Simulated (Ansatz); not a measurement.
C$_{2}$H$_{5}$N, charge -1, doublet, at a GFN2-xTB geometry (a state made from the parent by changing its charge; the spin is typed, not shown lowest) (a gas-phase anion, which may not be bound at this level), with bond 6-1 at 1.5 times its length; B3LYP/pcseg-1 run with Ansatz (a first-principles code).

The Ansatz input:
Ansatz 0.2 input:
```yaml
crystal:
  periodic: [false, false, false]
  atoms:
    - {symbol: C, position_ang: [1.06928149, -0.35955971, 0.02087445]}
    - {symbol: N, position_ang: [-0.05456767, 0.36781163, 0.45848150]}
    - {symbol: C, position_ang: [-1.15607006, 0.24273579, -0.36293770]}
    - {symbol: H, position_ang: [1.58101274, 0.06926463, -0.88808148]}
    - {symbol: H, position_ang: [1.83344785, -0.37771953, 0.81756318]}
    - {symbol: H, position_ang: [0.75899063, -1.96799570, -0.39735837]}
    - {symbol: H, position_ang: [-1.28456639, -0.70105407, -0.94261144]}
    - {symbol: H, position_ang: [-2.08960997, 0.56762135, 0.11408616]}
basis:
  gaussian:
    orbitals: pcseg-1.json
hamiltonian:
  xc: b3lyp
total_charge: -1
magnetization: {spin_polarized: true, initial_magnetization: 1}
scf: {lower_state_search: off}
```
The basis file holds pcseg-1 in the JSON format of the Basis Set Exchange.

The log (banner, timings and long lists left out):

```
Functional definition: B3LYP
these checks for a lower state are left out or cut short: stability, starts, cluster_reference, orbital_swaps, neighbouring_geometries, increment
780 factors; their error is unknown
mean field evaluation 1: about -3640.0104 eV, gradient 1.6e1 eV
mean field evaluation 2: about -3639.3452 eV, gradient 1.9e1 eV
mean field evaluation 4: about -3641.3711 eV, gradient 1.4e0 eV
mean field evaluation 8: about -3641.3834 eV, gradient 5.8e-2 eV
mean field evaluation 16: about -3641.3541 eV, gradient 3.1e-4 eV
mean field -3641.35410602 eV, -133.8172951978 hartree, gradient 2.8e-6 eV, S^2 0.757288; 0 other end points of the search recorded, 0 dependent functions left out
reference -3641.35436250 eV, -133.8173046234 hartree; 13, 12 occupied and 54, 55 virtual orbitals, 780 factors
Total energy: -3641.35436250 eV, -133.8173046234 hartree
Checks for a lower state left out: stability, starts, cluster_reference, orbital_swaps, neighbouring_geometries, increment
```
